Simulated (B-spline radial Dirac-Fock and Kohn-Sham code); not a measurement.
## Binding energies of Re⁶⁶⁺ at several levels of theory

System: rhenium as Re⁶⁶⁺, configuration [He] 2s2 2p5.

The density-functional columns are spherical, spin-unpolarised Dirac-Kohn-Sham results without Breit or QED terms: −ε is minus the orbital energy of the initial state and ΔSCF the difference of two total energies. The reference in the last column comes from multi-electron Dirac-Fock with separately optimised hole states, Breit and Lamb-shift corrections added in first order. All numbers are from a radial finite-basis atomic code, in eV; a selection of levels is shown. The Kohn-Sham columns are given as differences from the reference. For the 1s level of heavy atoms much of the gap between ΔSCF and the reference is the Breit and QED part, -349.3 eV here; for other levels the error of the functional can be larger.

```tsv
level	LDA −ε − DF	LDA ΔSCF − DF	Dirac-Fock
K (1s)	-277.2	+354.3	78078.6
L1 (2s)	-162.2	-4.9	18355.1
L2,3 (2p)	-140.5	+36.7	16924.3
```

Values without a named source are computed, but for edge energies of neutral atoms, which are taken from tables.
